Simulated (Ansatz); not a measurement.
## Energy profile

The step: BH₂O₂F ([OH][B]([OH])[F]) + SiH₄ → BSiH₅O₂ ([OH][B]([OH])[SiH3]) + HF; bonds formed: B1–Si6, F2–H5; bonds broken: B1–F2, H5–Si6 (atoms numbered as in the saddle structure below).

B1  (-0.198, 0.745, -0.159)
F2  (1.382, 1.117, -0.799)
O3  (-1.131, 0.836, -1.146)
O4  (-0.343, 1.424, 1.021)
H5  (1.070, 0.050, -0.528)
Si6  (0.172, -1.446, 0.158)
H7  (-1.729, 1.576, -1.010)
H8  (0.443, 1.449, 1.570)
H9  (0.429, -2.332, -1.006)
H10  (-1.216, -1.644, 0.642)
H11  (1.122, -1.774, 1.256)
(Å)

Electronic energies by CCSD(T) at an estimated basis limit (MP2 extrapolated from triple and quadruple zeta, plus CCSD(T) − MP2 in triple zeta), on PBE0-D4/def2-TZVP structures; BSiH6O2F, closed shell; no counterpoise correction. Program: Ansatz 0.2.0. Basis: def2-TZVPP and def2-QZVPP. Cores are frozen in the correlated methods. Extrapolation: Hartree–Fock as exp(−7.88 √X), correlation as X^−2.97.

Q: Give the profile in kJ/mol, counted from the separated reactants. (To be estimated.)

A: Computed:
| point | kJ/mol |
| --- | --- |
| separated: BH2O2F (linked as [OH][B]([OH])[F]; B1, F2, O3, O4, H7, H8; singlet) + SiH4 (H5, Si6, H9, H10, H11; singlet) | 0.0 |
| start structure | -8.9 |
| saddle | 297.1 |
| end structure | 136.6 |
| separated: BSiH5O2 (linked as [OH][B]([OH])[SiH3]; B1, O3, O4, Si6, H7, H8, H9, H10, H11; singlet) + HF (F2, H5; singlet) | 158.0 |

No T1 diagnostic of these runs exceeds 0.014.

For scale, one of the runs: CCSD(T)/def2-TZVPP, 250 basis functions, launched by `ansatz run in.yaml --threads 8 --pin off --events-out ev --progress --plain --max-ram 19148MiB`. The run took 81 s on 8 CPU threads of an Arm Neoverse V1 (shared host), with 5.6 GiB of host memory at its peak.
